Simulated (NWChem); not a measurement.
System: MgH₂; SMILES [MgH2]

Input file for NWChem:

```
start job
memory heap 200 mb stack 900 mb global 1100 mb
geometry units angstroms noautosym nocenter noautoz
  Mg     0.000000     0.000000     0.000000
  H      0.000000     0.000000    -1.712508
  H      0.000000     0.000000     1.712508
end
basis spherical
  Mg library aug-cc-pvdz
  H library aug-cc-pvdz
end
dft
  xc xpbe96 cpbe96
  iterations 150
end
tddft
  cis
  nroots 6
  notriplet
end
task tddft energy
```

Coordinates come from a B3LYP/6-31G* (spherical d) optimisation.

Vertical excitations in the gas phase.

Task: What results follow from this input? (PBE/aug-cc-pVDZ, TDA.) Quantities: lowest excitation, singlet (eV); oscillator strength of that lowest state; lowest state with f > 0.02, singlet (eV); oscillator strength of that bright state; orbital gap (eV).

Result: 
* **lowest excitation, singlet (eV)**: 4.83
* **oscillator strength of that lowest state**: 0.000
* **lowest state with f > 0.02, singlet (eV)**: 6.38
* **oscillator strength of that bright state**: 0.260
* **orbital gap (eV)**: 4.77
